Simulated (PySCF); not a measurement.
Isomers of C5H2ClFOS.

All values: PBE0/pcSseg-1 (PySCF) at GFN2-xTB geometries, gas phase, one conformer each.

Question: Rank by HOMO energy, highest first.
A. `O=c1c(F)cscc1Cl`
B. `[O:1]=[C:2]([Cl:3])[c:4]1[cH:5][c:6]([F:7])[cH:8][s:9]1` with O1–C2–C4–C5 -1°
C. `c1coc(c(Cl)c1=S)F`

Answer: C (-6.42 eV), A (-7.28 eV), B (-7.83 eV).

Question: Rank by HOMO–LUMO gap, lowest first.
A. `O=c1c(F)cscc1Cl`
B. `[O:1]=[C:2]([Cl:3])[c:4]1[s:5][cH:6][cH:7][c:8]1[F:9]` with O1–C2–C4–S5 180°
C. `Fc1occc(=S)c1Cl`
D. `O=c1ccsc(Cl)c1F`

Answer: C (3.95 eV), A (5.05 eV), D (5.22 eV), B (5.46 eV).

Question: Rank by dipole moment, lowest first.
A. `o1ccc(=S)c(Cl)c1F`
B. `[O:1]=[C:2]([Cl:3])[c:4]1[s:5][cH:6][cH:7][c:8]1[F:9]` with O1–C2–C4–S5 180°
C. `[O:1]=[C:2]([Cl:3])[c:4]1[cH:5][c:6]([F:7])[cH:8][s:9]1` with O1–C2–C4–C5 -1°
D. `O=c1c(F)cscc1Cl`
E. `O=C1C=CSC(Cl)=C1F`

Answer: C (3.00 D), A (4.17 D), E (4.60 D), B (4.89 D), D (5.17 D).

All values together:

```
           SMILES  μ (D)  HOMO (eV)  LUMO (eV)  lowest IAO charge (e)  highest IAO charge (e)  lowest Hirshfeld charge (e)  highest Hirshfeld charge (e)
  O=C(Cl)c1sccc1F   4.89      -7.92      -2.46             -0.349 (O)              +0.413 (S)                   -0.204 (O)                    +0.152 (C)
  O=c1c(F)cscc1Cl   5.17      -7.28      -2.23             -0.417 (O)              +0.393 (S)                   -0.250 (O)                    +0.151 (S)
  O=C(F)c1sccc1Cl   4.75      -7.77      -2.39             -0.380 (O)              +0.596 (C)                   -0.225 (O)                    +0.207 (C)
O=C(Cl)c1cc(F)cs1   3.00      -7.83      -2.67             -0.357 (O)              +0.419 (S)                   -0.202 (O)                    +0.158 (C)
  Fc1occc(=S)c1Cl   4.17      -6.42      -2.47             -0.225 (O)              +0.485 (C)                   -0.180 (S)                    +0.173 (C)
  O=c1ccsc(Cl)c1F   4.60      -7.39      -2.17             -0.427 (O)              +0.367 (S)                   -0.255 (O)                    +0.126 (S)
```

Conformers: `[O:1]=[C:2]([Cl:3])[c:4]1[s:5][cH:6][cH:7][c:8]1[F:9]` with O1–C2–C4–S5 180°; `[O:1]=[C:2]([F:3])[c:4]1[s:5][cH:6][cH:7][c:8]1[Cl:9]` with O1–C2–C4–S5 180°; `[O:1]=[C:2]([Cl:3])[c:4]1[cH:5][c:6]([F:7])[cH:8][s:9]1` with O1–C2–C4–C5 -1°.
